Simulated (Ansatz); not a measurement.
A nudged elastic band was laid between two geometries of ClGeH3 + H2O2 (9 atoms, charge 0, multiplicity 1).

Level of theory: Ansatz 0.2.0, RKS BLYP/def2-SVP.

```yaml
movable_images: 7
climbing_image: yes
spring: 5.0 eV/Å²
optimiser: quadratic models (default)
start_path: through a guess of the saddle point
force_threshold: 0.05 eV/Å
iteration_limit: 60
end_points: relaxed
```

First end point:

```xyz
9
Properties=species:S:1:pos:R:3
Ge -0.789 0.929 -1.097
Cl -0.489 -1.199 -1.695
H -1.942 1.440 -2.001
H -1.173 0.932 0.398
H 0.531 1.676 -1.399
H 0.920 -1.201 0.211
O 1.385 -0.635 0.875
O 0.464 -0.787 2.025
H 1.093 -1.157 2.682
```

Last end point:

```xyz
9
Properties=species:S:1:pos:R:3
Ge -0.426 1.104 -0.263
Cl 0.627 -2.166 -1.991
H -1.782 0.494 -0.687
H -0.583 2.170 0.851
H 0.435 1.598 -1.450
H 0.732 -1.532 -0.830
O 0.643 -0.254 0.452
O -0.146 -0.790 1.598
H 0.500 -0.624 2.321
```

What changes between the two ends?

Bonds broken: Ge1–Cl2, H6–O7. Bonds formed: Ge1–O7, Cl2–H6. ClGeH3 + H2O2 becomes ClH + GeH4O2.

Give the energies along the band, and the barrier.

The run converged. The highest image is number 4 of 0 to 8, 21.6 kcal/mol above the first end and 14.1 kcal/mol above the last; the last end lies 7.4 kcal/mol above the first. A vibrational analysis at the climbing image gives one clearly imaginary mode, 178i cm⁻¹: a first-order saddle point. The orbitals stay closed-shell, which can raise the energy where a bond breaks towards radicals; this wasn't checked here.

| image | path coordinate (Å) | energy (kcal/mol) | Ge1–Cl2 (Å) | H6–O7 (Å) | Ge1–O7 (Å) |
| --- | --- | --- | --- | --- | --- |
| 0 | 0.00 | 0.0 | 2.23 | 0.99 | 3.33 |
| 1 | 0.91 | 0.5 | 2.23 | 0.99 | 3.50 |
| 2 | 1.82 | 2.5 | 2.24 | 0.99 | 3.37 |
| 3 | 2.72 | 13.4 | 2.32 | 0.99 | 2.72 |
| 4 | 3.62 | 21.6 | 2.70 | 1.07 | 2.10 |
| 5 | 4.01 | 18.5 | 2.93 | 1.27 | 1.99 |
| 6 | 4.40 | 11.5 | 3.21 | 1.52 | 1.91 |
| 7 | 4.79 | 8.0 | 3.54 | 1.73 | 1.88 |
| 8 | 5.17 | 7.4 | 3.85 | 1.81 | 1.87 |

What is the geometry of the highest image?


```xyz
9
Properties=species:S:1:pos:R:3
Ge -0.380 0.895 -0.591
Cl 0.429 -1.232 -2.035
H -1.827 0.464 -0.916
H -0.401 1.717 0.744
H 0.398 1.733 -1.633
H 0.578 -1.314 -0.244
O 0.642 -0.562 0.514
O -0.066 -0.972 1.753
H 0.627 -0.731 2.409
```

What are the harmonic wavenumbers there?

178i, 108, 126, 176, 234, 323, 355, 537, 602, 766, 777, 857, 891, 946, 1035, 1311, 2001, 2069, 2117, 2333, 3586 cm⁻¹.

The band took 20 iterations and of the order of 7 core-minutes.

Time of the run: 3.7 min on 2 threads of Arm Neoverse V2, with other jobs on the host, peak memory 0.14 GiB.
